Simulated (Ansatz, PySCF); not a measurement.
C6H10, SMILES C(CCC)C#C. Atoms are numbered in the order given.

```xyz
16

C      2.3502     0.3102    -1.0939
C      1.5240    -0.3489    -0.5017
C      0.5187    -1.1188     0.2208
C     -0.3283    -0.2773     1.1839
C     -1.0766     0.8794     0.5307
C     -2.0672     0.4596    -0.5446
H      3.0868     0.8867    -1.6217
H      1.0222    -1.9233     0.7829
H     -0.1313    -1.6275    -0.5116
H      0.3278     0.1167     1.9771
H     -1.0465    -0.9532     1.6796
H     -1.6063     1.4374     1.3210
H     -0.3428     1.5829     0.1015
H     -1.5631    -0.0023    -1.4079
H     -2.6301     1.3247    -0.9263
H     -2.7997    -0.2676    -0.1567
```
Charge 0, spin multiplicity 1.

The structure is a stationary point at PBE0-D3(BJ)/def2-SVP. One conformer was computed; it need not be the lowest.

Two levels are set side by side: PBE-D3(BJ)/def2-SVP (Ansatz, a quantum-chemistry and plane-wave program) and PBE0-D3(BJ)/def2-SVP (Ansatz). Each level has its own optimised geometry; the coordinates shown are those of the second. Frequencies come from the Hessian of PySCF at each geometry. Differences are taken from unrounded values.

```
quantity                            PBE0-D3(BJ)
----------------------------------  -----------
mean bond length (Å)                      1.216
bond C1–C2 (Å)                            1.212
bond C2–C3 (Å)                            1.458
bond C3–C4 (Å)                            1.534
bond C4–C5 (Å)                            1.525
bond C5–C6 (Å)                            1.521
bond C1–H7 (Å)                            1.074
bond C3–H8 (Å)                            1.103
bond C3–H9 (Å)                            1.104
bond C4–H10 (Å)                           1.102
bond C4–H11 (Å)                           1.104
bond C5–H12 (Å)                           1.103
bond C5–H13 (Å)                           1.103
bond C6–H14 (Å)                           1.101
bond C6–H15 (Å)                           1.100
bond C6–H16 (Å)                           1.103
highest harmonic wavenumber (cm⁻¹)         3491
mean harmonic wavenumber (cm⁻¹)            1488
zero-point energy (kcal/mol)              89.35
```

Question: What does PBE-D3(BJ) give, and how far is it from PBE0-D3(BJ)? (Estimate from the structure and the level; the computed values follow.)

Answer: 
```csv
quantity,PBE-D3(BJ),PBE-D3(BJ) minus PBE0-D3(BJ)
mean bond length (Å),1.225,0.008
bond C1–C2 (Å),1.223,0.012
bond C2–C3 (Å),1.461,0.003
bond C3–C4 (Å),1.546,0.012
bond C4–C5 (Å),1.534,0.009
bond C5–C6 (Å),1.530,0.009
bond C1–H7 (Å),1.081,0.007
bond C3–H8 (Å),1.112,0.009
bond C3–H9 (Å),1.112,0.009
bond C4–H10 (Å),1.110,0.008
bond C4–H11 (Å),1.112,0.008
bond C5–H12 (Å),1.111,0.008
bond C5–H13 (Å),1.112,0.008
bond C6–H14 (Å),1.109,0.008
bond C6–H15 (Å),1.109,0.008
bond C6–H16 (Å),1.111,0.008
highest harmonic wavenumber (cm⁻¹),3409,-82
mean harmonic wavenumber (cm⁻¹),1439,-49
zero-point energy (kcal/mol),86.42,-2.93
```

Exact exchange shortens and stiffens bonds; PBE has none. Differences between two approximate levels are no errors against the true value.
